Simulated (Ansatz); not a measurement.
A nudged elastic band was laid between two geometries of AsH₄Si (6 atoms, charge 0, multiplicity 2).

Theory: Ansatz, UKS PBE-D4/def2-SVP.

```
movable images  : 7
climbing image  : yes
spring          : 5.0 eV/Å²
optimiser       : quadratic models (default)
start path      : through a guess of the saddle point
force threshold : 0.03 eV/Å
iteration limit : 48
end points      : relaxed
```

Image 0:

```xyz
6
Properties=species:S:1:pos:R:3
Si -0.217 -0.295 -0.471
As 0.875 -0.163 1.641
H -1.599 0.307 -0.400
H -0.339 -1.737 -0.880
H 0.564 0.445 -1.528
H 0.758 1.379 1.592
```

Image 8:

```xyz
6
Properties=species:S:1:pos:R:3
Si -0.351 -0.140 -0.458
As 0.158 0.673 1.723
H -1.834 -0.034 -0.683
H 0.058 -1.583 -0.615
H 0.357 0.671 -1.513
H 1.654 0.349 1.499
```

(1) Which bonds break or form, and what moves?

(2) Give the energies along the band, and the barrier.

(3) What is the geometry of the highest image?

(4) What are the harmonic wavenumbers there?

The band took 5 iterations and roughly 2.3 core-minutes.

Answers

(1) No bond is made or broken. The dihedral H5–Si1–As2–H6 goes from 60 to -62°. The two ends are copies of one structure, up to a mirror image or an exchange of like atoms.

(2) The forces met the threshold. The highest image is number 4 of 0 to 8, 0.036 eV above the ends, which have the same energy within 2 meV. A vibrational analysis at the climbing image gives one clearly imaginary mode, 158i cm⁻¹: a first-order saddle point.

```csv
image,path coordinate (Å),energy (eV),dihedral H5–Si1–As2–H6 (°)
0,0.00,0.000,60
1,0.27,0.006,45
2,0.55,0.019,30
3,0.82,0.031,15
4,1.10,0.036,-1
5,1.37,0.030,-16
6,1.65,0.018,-31
7,1.92,0.005,-46
8,2.19,0.000,-62
```

(3) 
```xyz
6
Properties=species:S:1:pos:R:3
Si -0.306 -0.241 -0.451
As 0.376 0.048 1.821
H -1.783 0.041 -0.560
H -0.091 -1.678 -0.854
H 0.430 0.649 -1.416
H 1.417 1.116 1.414
```

(4) 158i, 343, 468, 471, 665, 847, 898, 901, 2116, 2143, 2150, 2171 cm⁻¹.

Run time: 2.3 min on 1 thread of AMD EPYC 7R43 64-Core Processor (Zen 3), with other jobs on the host, peak memory 0.14 GiB.
